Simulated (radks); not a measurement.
Values are calculated unless marked as measured or tabulated.
Q: Ge4+, configuration [Ar] 3d10. Level of theory: Dirac Kohn-Sham, PBEsol, spin-unpolarised, spherical densities, point nucleus (a radial shooting solver on a logarithmic mesh with Libxc functionals). Some entries of the table are withheld. Estimate them.

orbital,occ.,eigenvalue (Ry),<r^2> (bohr^2),r(max) (bohr)
1s1/2,2,-808.4099,0.002976,0.03074
2s1/2,2,-104.3130,0.05204,0.1762
2p1/2,2,-93.21654,0.04037,0.1392
2p3/2,4,-90.87586,0.04186,0.1421
3s1/2,2,-15.96368,0.4493,0.5429
3p1/2,2,-12.30207,0.4801,0.5377
3p3/2,4,-11.98711,0.4959,0.5462
3d3/2,4,-5.75867,0.6415,0.5008
3d5/2,6,-5.71464,0.6496,0.5036
4s1/2,0,(1),3.500,1.570
4p1/2,0,(2),4.465,(3)
4p3/2,0,(4),4.564,(5)

A: 
(1) 4s1/2 eigenvalue (Ry): -3.81845
(2) 4p1/2 eigenvalue (Ry): -3.00655
(3) 4p1/2 r(max) (bohr): 1.760
(4) 4p3/2 eigenvalue (Ry): -2.97182
(5) 4p3/2 r(max) (bohr): 1.783
